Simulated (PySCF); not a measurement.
## Spinor energies of O²⁺ (oxygen, charge +2)

Start: [He] 2s2 2p2; 2p1/2 filled at m_j = -1/2, +1/2. Calculated with PySCF 2.14 in x2c-TZVPall-2c (5s3p2d1f, 31 functions): generalised Hartree-Fock with the X2C-1e Hamiltonian and a Gaussian nucleus; one run each with spin-orbit coupling (SO) switched off, then screened by Boettger's factors.

```tsv
spinor shell	electrons	ε, spin-free (eV)	ε, screened SO (eV)	weight of nominal j (screened SO)	rms radius, screened SO (bohr)
1s1/2	2	-606.08	-606.08	1.000	0.230
2s1/2	2	-67.565	-67.562	1.000	1.13
2p1/2	2	-55.706	-55.712	0.504	1.09
```

```
   quantity  spin-free  screened SO
E (hartree)  -73.15309    -73.15367
        M_J          0            0
       ⟨J²⟩      2.005        1.986
       ⟨L²⟩      2.002        2.002
       ⟨S²⟩      2.003        2.003
```

The determinant has a definite M_J but mixes levels of different J.

Each row is a mean over spinors that exchange with the open shell spreads, by up to 10.364 eV (2s1/2).

Rows whose weight is well below 1 are mixtures of j = l ± 1/2: exchange outweighs spin-orbit coupling there, and the label is only the starting occupation.

Without spin-orbit coupling the j labels of p, d and f shells carry no meaning; the spin-free column gives the mean over the occupied spinors of each nl shell.
